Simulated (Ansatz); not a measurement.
Isolated molecules relaxed with PBE0-D4/def2-TZVP in Ansatz; ΔE leaves out vibrations. CBS: MP2 limit from def2 TZ/QZ plus the TZ coupled-cluster correction, frozen cores. This one scheme is used for every species, atoms too. DFT in def2-TZVPP. Open shells (•) are unrestricted, without spin–orbit coupling. Spin–orbit coupling would lower the free atoms: a little for F, Si; clearly for Se. For Se outer-core shells are correlated without core-valence functions, so the limit isn't a true one: a few kJ/mol of doubt a bond, and 10 to 20 or more in all where bonds break to atoms. Scalar relativity is left out up to krypton.

Reaction (atomization): `F[SiH]1[SiH2][Se]1` → F• + 3 H• + Se• + 2 Si•

```tsv
level	ΔE (kJ/mol)
BHLYP-D4	2159.8
MP2/def2-TZVPP	2207.3
SCS-MP2/def2-TZVPP	2188.7
CCSD(T)/def2-TZVPP	2164.5
```

Question: What does CCSD(T)/CBS give? (Estimate.)

Answer: Ansatz gave: +2249.1 kJ/mol. The listed levels differ from it by -89.3, -41.8, -60.4, -84.6 kJ/mol.

Largest T1 diagnostic among the species: 0.012.

From PBE to PBE0 (25 % exact exchange), in def2-TZVPP and without D4, ΔE moves by −30.0 kJ/mol: exact exchange takes away binding that semilocal exchange gives to molecules. The D4 term adds +32.2 kJ/mol with B3LYP and +16.5 kJ/mol with PBE0; it sums over pairs of atoms, weighted by their polarisabilities, and B3LYP, whose exchange is more repulsive, gets the larger term. At CCSD(T), def2-SVP lies −232.3 kJ/mol from the extrapolated value and def2-TZVPP −84.6 kJ/mol: correlation converges slowly with the basis, and small sets miss more of it in the bonded molecule than in its fragments.

B3LYP here is the variant with VWN-RPA as its local correlation; programs differ in this.

For atomizations the MP2-based limit and the directly extrapolated one differ by several kJ/mol either way, and by 10 to 25 for some Ge, Se and Sn compounds, so smaller differences from it don't rank the levels.
